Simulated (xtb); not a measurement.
xtb input (GFN1-xTB):

```bash
xtb mol.xyz --gfn 1 --sp --chrg 0 --uhf 0
```
mol.xyz:
```
2

K     -0.00000000    -0.00000000    -0.70776611
F      0.00000000     0.00000000     1.49417289
```

Output:

```
           -------------------------------------------------
          |                Calculation Setup                |
           -------------------------------------------------

           -------------------------------------------------
          |                 G F N 1 - x T B                 |
           -------------------------------------------------

        Reference                      10.1021/acs.jctc.7b00118
      * Hamiltonian:
        H0-scaling (s, p, d)           1.850000    2.250000    2.000000
        zeta-weighting                 0.000000
      * Dispersion:
        s8                             2.400000
        a1                             0.630000
        a2                             5.000000
        s9                             0.000000
      * Repulsion:
        kExp                           1.500000
        rExp                           1.000000
      * Coulomb:
        alpha                          2.000000
        third order                    atomic
        anisotropic                    false
      * Halogen bond correction:
        rad-scale                      1.300000
        damping                        0.440000

          ...................................................
          :                      SETUP                      :
          :.................................................:
          :  # basis functions                   8          :
          :  # atomic orbitals                   8          :
          :  # shells                            4          :
          :  # electrons                         8          :
          :  # halogen bonds                     0          :
          :  max. iterations                   250          :
          :  Hamiltonian                  GFN1-xTB          :
          :  restarted?                      false          :
          :  GBSA solvation                  false          :
          :  PC potential                    false          :
          :  electronic temp.          300.0000000     K    :
          :  accuracy                    1.0000000          :
          :  -> integral cutoff          0.2500000E+02      :
          :  -> integral neglect         0.1000000E-07      :
          :  -> SCF convergence          0.1000000E-05 Eh   :
          :  -> wf. convergence          0.2000000E-04 e    :
          :  Broyden damping             0.4000000          :
          :  net charge                          0          :
          :  unpaired electrons                  0          :
          ...................................................

 iter      E             dE          RMSdq      gap      omega  full diag
   1     -5.4639938 -0.546399E+01  0.471E+00    2.00       0.0  T
   2     -5.4788768 -0.148830E-01  0.258E+00    3.42       1.0  T
   3     -5.4788939 -0.170771E-04  0.117E+00    3.32       1.0  T
   4     -5.4788938  0.103248E-06  0.177E-02    3.30       4.0  T
   5     -5.4788944 -0.641333E-06  0.195E-03    3.31      36.3  T
   6     -5.4788944  0.839994E-08  0.279E-03    3.32      25.3  T
   7     -5.4788944 -0.119128E-07  0.897E-06    3.32    7884.1  T
   8     -5.4788944 -0.126121E-12  0.448E-10    3.32  100000.0  T

   *** convergence criteria satisfied after 8 iterations ***

         #    Occupation            Energy/Eh            Energy/eV
      -------------------------------------------------------------
         1        2.0000           -0.6277315             -17.0814
         2        2.0000           -0.3482699              -9.4769
         3        2.0000           -0.3482699              -9.4769
         4        2.0000           -0.3440509              -9.3621 (HOMO)
         5                         -0.2222010              -6.0464 (LUMO)
         6                         -0.1535217              -4.1775
         7                         -0.1535217              -4.1775
         8                         -0.0676118              -1.8398
      -------------------------------------------------------------
                  HL-Gap            0.1218498 Eh            3.3157 eV
             Fermi-level           -0.2831260 Eh           -7.7042 eV

 SCC (total)                   0 d,  0 h,  0 min,  0.001 sec
 SCC setup                      ...        0 min,  0.000 sec (  6.152%)
 Dispersion                     ...        0 min,  0.000 sec (  2.444%)
 classical contributions        ...        0 min,  0.000 sec (  1.080%)
 integral evaluation            ...        0 min,  0.000 sec ( 17.245%)
 iterations                     ...        0 min,  0.000 sec ( 49.579%)
 molecular gradient             ...        0 min,  0.000 sec ( 15.265%)
 printout                       ...        0 min,  0.000 sec (  7.602%)

         :::::::::::::::::::::::::::::::::::::::::::::::::::::
         ::                     SUMMARY                     ::
         :::::::::::::::::::::::::::::::::::::::::::::::::::::
         :: total energy              -5.477773366207 Eh    ::
         :: gradient norm              0.015200037464 Eh/a0 ::
         :: HOMO-LUMO gap              3.315702987291 eV    ::
         ::.................................................::
         :: SCC energy                -5.478894405036 Eh    ::
         :: -> electrostatic           0.106045197723 Eh    ::
         :: repulsion energy           0.001228375665 Eh    ::
         :: dispersion energy         -0.000107336836 Eh    ::
         :: halogen bond corr.         0.000000000000 Eh    ::
         :: add. restraining           0.000000000000 Eh    ::
         :: total charge               0.000000000000 e     ::
         :::::::::::::::::::::::::::::::::::::::::::::::::::::

           -------------------------------------------------
          |                Property Printout                |
           -------------------------------------------------

    * Orbital Energies and Occupations

         #    Occupation            Energy/Eh            Energy/eV
      -------------------------------------------------------------
         1        2.0000           -0.6277315             -17.0814
         2        2.0000           -0.3482699              -9.4769
         3        2.0000           -0.3482699              -9.4769
         4        2.0000           -0.3440509              -9.3621 (HOMO)
         5                         -0.2222010              -6.0464 (LUMO)
         6                         -0.1535217              -4.1775
         7                         -0.1535217              -4.1775
         8                         -0.0676118              -1.8398
      -------------------------------------------------------------
                  HL-Gap            0.1218498 Eh            3.3157 eV
             Fermi-level           -0.2831260 Eh           -7.7042 eV

  Mulliken/CM5 charges         n(s)   n(p)   n(d)
     1K     0.67517  0.87837   0.049  0.276  0.000
     2F    -0.67517 -0.87837   1.826  5.850  0.000

Wiberg/Mayer (AO) data.
largest (>0.10) Wiberg bond orders for each atom

 ---------------------------------------------------------------------------
     #   Z sym  total        # sym  WBO       # sym  WBO       # sym  WBO
 ---------------------------------------------------------------------------
     1  19 K    0.608 --     2 F    0.608
     2   9 F    0.608 --     1 K    0.608
 ---------------------------------------------------------------------------

Topologies differ in total number of bonds
Writing topology from bond orders to xtbtopo.mol

 dipole moment from electron density (au)
     X       Y       Z
   0.0000  -0.0000  -3.5697  total (Debye):    9.073

           -------------------------------------------------
          | TOTAL ENERGY               -5.477773366207 Eh   |
          | GRADIENT NORM               0.015200037464 Eh/α |
Note: The following floating-point exceptions are signalling: IEEE_DENORMAL
normal termination of xtb
          | HOMO-LUMO GAP               3.315702987291 eV   |
           -------------------------------------------------

------------------------------------------------------------------------
------------------------------------------------------------------------
 total:
 SCF:
```
